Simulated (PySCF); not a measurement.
An unknown shows these calculated signals:

1H NMR (500 MHz, computed): δ 6.21 (m, 1H), 5.01 (m, 2H), 4.46 (m, 2H), 2.35 (q, 2H), 2.28 (s, 3H), 1.22 (t, 3H).

13C{1H} NMR (computed): δ 157.3 (C), 132.0 (CH), 104.0 (C), 86.3 (C), 78.8 (CH2), 41.1 (CH2), 17.3 (CH3), 5.7 (CH3).

- NMR shieldings at PBE0/pcSseg-1/GIAO
- coordinates at the GFN2-xTB level
- code: PySCF 2.14.0 with density-fitted response routines
- gas phase, averaged over atoms made equivalent by symmetry, fast rotation or ring inversion, non-relativistic, one computed conformer

δ = σ(ref) − σ, references computed at the same level: TMS for 1H (σ = 31.72 ppm) and 13C (σ = 186.93 ppm).

Which of these does the molecule contain: a Si–H bond, a (CH3)2CH unit, an aldehyde, a vinyl group CH=CH2, a C≡C triple bond, a CH3CH2 unit?

Results:


- A Si–H bond: yes (δH 4.46 (m)).
- A (CH3)2CH unit: no.
- An aldehyde: no.
- A vinyl group CH=CH2: no.
- A C≡C triple bond: yes (δC 104.0, 86.3).
- A CH3CH2 unit: yes (δC 17.3, 41.1; δH 1.22 (t), 2.35 (q)).

The data belong to SMILES C(C)#C/C(=C\[SiH2]CF)CC, C₈H₁₃FSi; they needn't prove each group on their own.

Carbon signals by region: 3 in the sp2 and nitrile region (100–160 ppm), 2 at 50–100 ppm, 3 below 50 ppm.

Splittings by 19F in the carbon and heteronuclear signals aren't shown, as no couplings were computed. Shifts are as computed. Against solution values, carbons near 30 ppm lie about +3 ppm off and those near 130 ppm about +5 ppm. Of 1309 compounds with measured shifts, 239 miss one by over three times the rms of a fit or turn the order of signals round; such compounds aren't used in these exercises. Multiplicities follow the n + 1 count of equivalent neighbours, as no J values were calculated; m marks all less simple cases, F and P coupling included.
